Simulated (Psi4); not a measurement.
HB, charge -1, doublet (typed; the unrestricted solution is spin-contaminated), at the geometry of the source list (a state made from the parent by changing its charge; the spin is typed, not shown lowest) (a gas-phase anion, which may not be bound at this level), with bond 2-1 at 2.2 times its length; HF/STO-3G run with Psi4.

The Psi4 input:
```
memory 2 GB

molecule {
-1 2
  B     0.32270000    0.09790000   -0.47190000
  H    -1.09718000   -0.33286000    1.60446000
}

set basis sto-3g
set reference uhf
set stability_analysis follow
set scf_type pk

energy('scf')
print_variables()
```

The log (banner, timings and long lists left out):

```
   => Loading Basis Set <=

    Name: STO-3G
    Role: ORBITAL
    Keyword: BASIS

         ---------------------------------------------------------
                                   SCF
               by Justin Turney, Rob Parrish, Andy Simmonett
                          and Daniel G. A. Smith
                              UHF Reference
         ---------------------------------------------------------

  ==> Geometry <==

    Molecular point group: c2v
    Full point group: C_inf_v

    Geometry (in Angstrom), charge = -1, multiplicity = 2:

       Center              X                  Y                   Z               Mass
    ------------   -----------------  -----------------  -----------------  -----------------
         B            0.000000000000    -0.000000000000    -0.214028223726    11.009305360000
         H            0.000000000000     0.000000000000     2.338007089823     1.007825032230

  Running in c2v symmetry.

  Rotational constants: A = ************  B =      2.80336  C =      2.80336 [cm^-1]
  Rotational constants: A = ************  B =  84042.61456  C =  84042.61456 [MHz]
  Nuclear repulsion =    1.036774859384966

  Charge       = -1
  Multiplicity = 2
  Electrons    = 7
  Nalpha       = 4
  Nbeta        = 3

  ==> Algorithm <==

  SCF Algorithm Type is PK.
  DIIS enabled.
  MOM disabled.
  Fractional occupation disabled.
  Guess Type is SAD.
  Energy threshold   = 1.00e-06
  Density threshold  = 1.00e-06
  Integral threshold = 1.00e-12

  ==> Primary Basis <==

  Basis Set: STO-3G
    Blend: STO-3G
    Number of shells: 4
    Number of basis functions: 6
    Number of Cartesian functions: 6
    Spherical Harmonics?: true
    Max angular momentum: 1

  ==> Integral Setup <==

  Using in-core PK algorithm.
   Calculation information:
      Number of atoms:                   2
      Number of AO shells:               4
      Number of primitives:             12
      Number of atomic orbitals:         6
      Number of basis functions:         6

      Integral cutoff                 1.00e-12
      Number of threads:                 1

  Performing in-core PK
  Using 462 doubles for integral storage.
  We computed 55 shell quartets total.
  Whereas there are 55 unique shell quartets.

  ==> DiskJK: Disk-Based J/K Matrices <==

    J tasked:                  Yes
    K tasked:                  Yes
    wK tasked:                  No
    Schwarz Cutoff:          1E-12

  Minimum eigenvalue in the overlap matrix is 7.2282464028E-01.
  Reciprocal condition number of the overlap matrix is 5.6539678591E-01.
    Using symmetric orthogonalization.

  ==> Pre-Iterations <==

  SCF Guess: Superposition of Atomic Densities via on-the-fly atomic UHF (no occupation information).

   -------------------------
    Irrep   Nso     Nmo
   -------------------------
     A1         4       4
     A2         0       0
     B1         1       1
     B2         1       1
   -------------------------
    Total       6       6
   -------------------------

  ==> Iterations <==

                        Total Energy        Delta E     RMS |[F,P]|

   @UHF iter SAD:   -23.64675270592534   -2.36468e+01   0.00000e+00
   @UHF iter   1:   -24.34831473998546   -7.01562e-01   1.64579e-02 ADIIS/DIIS
   @UHF iter   2:   -24.36438239756730   -1.60677e-02   4.03821e-03 ADIIS/DIIS
   @UHF iter   3:   -24.36522100323273   -8.38606e-04   2.14766e-03 ADIIS/DIIS
   @UHF iter   4:   -24.36566877875166   -4.47776e-04   2.11399e-03 ADIIS/DIIS
   @UHF iter   5:   -24.36577490619849   -1.06127e-04   2.14271e-03 ADIIS/DIIS
   @UHF iter   6:   -24.36497662158884    7.98285e-04   1.84792e-03 ADIIS/DIIS
   @UHF iter   7:   -24.36435243206226    6.24190e-04   6.12507e-04 ADIIS/DIIS
   @UHF iter   8:   -24.36431683959331    3.55925e-05   1.36480e-04 ADIIS/DIIS
   @UHF iter   9:   -24.36431587948892    9.60104e-07   7.71548e-05 DIIS
   @UHF iter  10:   -24.36431555558234    3.23907e-07   1.08268e-05 DIIS
   @UHF iter  11:   -24.36431553700901    1.85733e-08   4.12216e-06 DIIS
   @UHF iter  12:   -24.36431553638131    6.27704e-10   5.23507e-08 DIIS
  Energy and wave function converged.

    Negative totally symmetric eigenvalue detected: -0.027384
    Wavefunction unstable!
    Lowest UHF->UHF stability eigenvalues:
      A1 -0.027384       A2 0.000000        B2 0.021314        B1 0.041987

    Rotating orbitals by 0.5 * pi / 2 radians along unstable eigenvector.
    Running SCF again with the rotated orbitals.
   @UHF iter  13:   -23.94473008229771   -2.39447e+01   1.06466e-01 ADIIS
   @UHF iter  14:   -24.34530089588940   -4.00571e-01   1.86442e-02 ADIIS/DIIS
   @UHF iter  15:   -24.36867363191859   -2.33727e-02   7.07218e-03 ADIIS/DIIS
   @UHF iter  16:   -24.37219864811123   -3.52502e-03   3.65887e-03 ADIIS/DIIS
   @UHF iter  17:   -24.37320392446586   -1.00528e-03   2.15313e-03 ADIIS/DIIS
   @UHF iter  18:   -24.37374730515680   -5.43381e-04   4.23939e-04 ADIIS/DIIS
   @UHF iter  19:   -24.37375402706616   -6.72191e-06   1.03228e-04 ADIIS/DIIS
   @UHF iter  20:   -24.37375438278747   -3.55721e-07   4.05764e-05 DIIS
   @UHF iter  21:   -24.37375457620539   -1.93418e-07   2.58138e-05 DIIS
   @UHF iter  22:   -24.37375471449545   -1.38290e-07   1.07700e-06 DIIS
   @UHF iter  23:   -24.37375471473802   -2.42576e-10   1.09428e-07 DIIS
    Wavefunction stable under totally symmetric rotations.
    Lowest totally symmetric eigenvalue: 0.083932
    Lowest UHF->UHF stability eigenvalues:
      A2 0.000000        B2 0.023307        B1 0.076909        A1 0.083932

    Stability analysis over.

  ==> Post-Iterations <==

   @Spin Contamination Metric:   3.989221855E-01
   @S^2 Expected:                7.500000000E-01
   @S^2 Observed:                1.148922185E+00
   @S   Expected:                5.000000000E-01
   @S   Observed:                5.000000000E-01

    Orbital Energies [Eh]
    ---------------------

    Alpha Occupied:

[...]
       3A1     0.235786

    Alpha Virtual:

[...]
    Beta Occupied:

[...]
    Beta Virtual:

[...]
    Final Occupation by Irrep:
             A1    A2    B1    B2
    DOCC [     3,    0,    0,    0 ]
    SOCC [     0,    0,    1,    0 ]
    NA   [     3,    0,    1,    0 ]
    NB   [     3,    0,    0,    0 ]

  @UHF Final Energy:   -24.37375471473802

   => Energetics <=

    Nuclear Repulsion Energy =              1.0367748593849659
    One-Electron Energy =                 -37.5587231894081413
    Two-Electron Energy =                  12.1481936152851553
    Total Energy =                        -24.3737547147380234

  UHF NO Occupations:
  HONO-2 :    2 A1 2.0000000
  HONO-1 :    3 A1 1.7752921
  HONO-0 :    1 B1 1.0000000
  LUNO+0 :    4 A1 0.2247079
  LUNO+1 :    1 B2 0.0000000

Computation Completed

Properties will be evaluated at   0.000000,   0.000000,   0.000000 [a0]

Properties computed using the SCF density matrix

 Multipole Moments:

 ------------------------------------------------------------------------------------
     Multipole            Electronic (a.u.)      Nuclear  (a.u.)        Total (a.u.)
 ------------------------------------------------------------------------------------

 L = 1.  Multiply by 2.5417464519 to convert [e a0] to [Debye]
 Dipole X            :          0.0000000            0.0000000            0.0000000
 Dipole Y            :          0.0000000            0.0000000            0.0000000
 Dipole Z            :         -4.1546744            2.3959194           -1.7587549
 Magnitude           :                                                    1.7587549

 ------------------------------------------------------------------------------------

  Variable Map:
  ----------------------------------------------------------------------------
[...]
[...]
```
